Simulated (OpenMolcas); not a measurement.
Co2+ (d7) on a cation site of an ionic host was computed by SS-CASPT2, IPEA 0.25 Eh, imaginary shift 0.1 Eh with the d shell active (OpenMolcas, ANO-RCC-VDZP on the metal). Its lowest spin-free states, and all those of the highest spin:

```json
{"2S+1": "4", "Degeneracy": "1", "E (cm-1)": "0"}
{"2S+1": "4", "Degeneracy": "3", "E (cm-1)": "2420"}
{"2S+1": "4", "Degeneracy": "3", "E (cm-1)": "5820"}
{"2S+1": "2", "Degeneracy": "2", "E (cm-1)": "17720"}
{"2S+1": "2", "Degeneracy": "3", "E (cm-1)": "18140"}
{"2S+1": "2", "Degeneracy": "1", "E (cm-1)": "18710"}
{"2S+1": "4", "Degeneracy": "3", "E (cm-1)": "19280"}
{"2S+1": "2", "Degeneracy": "3", "E (cm-1)": "19540"}
{"2S+1": "2", "Degeneracy": "3", "E (cm-1)": "22930"}
{"2S+1": "2", "Degeneracy": "3", "E (cm-1)": "24050"}
{"2S+1": "2", "Degeneracy": "3", "E (cm-1)": "25150"}
{"2S+1": "2", "Degeneracy": "2", "E (cm-1)": "25580"}
```

Question: Is the site octahedral, tetrahedral or cube-like, axial, or of lower symmetry?

Answer: The states with 2S+1 = 4 have orbital degeneracies 1, 3, 3, 3. Threefold states need a cubic site. For d7 at this spin an octahedron puts the threefold T1 below the threefold T2 and a tetrahedron or cube puts the single A2 below the threefold T2, so the site is a tetrahedron or a cube, which this pattern cannot tell apart. The first gap at this spin, 2420 cm-1, is |10Dq| in ligand-field theory. The run had Co2+ with its 8 nearest fluoride ions at 2.315 Å, on the Sr site of SrF2 (a = 5.796 Å, distance in the model lattice 2.510 Å). The rest of the host is ab initio model potentials to 7.6 Å and point charges beyond; the distance is set by hand and nothing relaxes. Ligand basis ANO-RCC-VDZP.

Roots that are degenerate in the reference are averaged as groups; the widest CASPT2 spread within a group is 320 cm-1 (the 3-fold group of multiplicity 4 near 5820 cm-1 above the lowest state of its run). Shifts and gaps below about the spread of the groups concerned are not significant. Over all roots computed the reference weight is 0.68 to 0.69; a low but even weight reflects the number of correlated electrons. A single d shell leaves out the double-shell effect, which counts most for late 3d ions, where the CASPT2 field can be off either way by tens of per cent. Ligand-to-metal charge-transfer states are missing. These CASPT2 states fit no ligand-field parameters well, so their order and spin gaps are uncertain. For late 3d ions with one d shell CASPT2 can put B and the spin-flip bands somewhat low as well as high. With one d shell and no ligand orbital active, 10Dq can be off by tens of per cent for divalent 3d ions, low with halides held by bare charges and at times high in hosts, and the orbital part of g and χT goes as 1/10Dq. Free-ion shares, where given, are those of the reference states; single-state CASPT2 does not remix them. No measured value stands beside these numbers; the geometry was set by hand and not optimised.
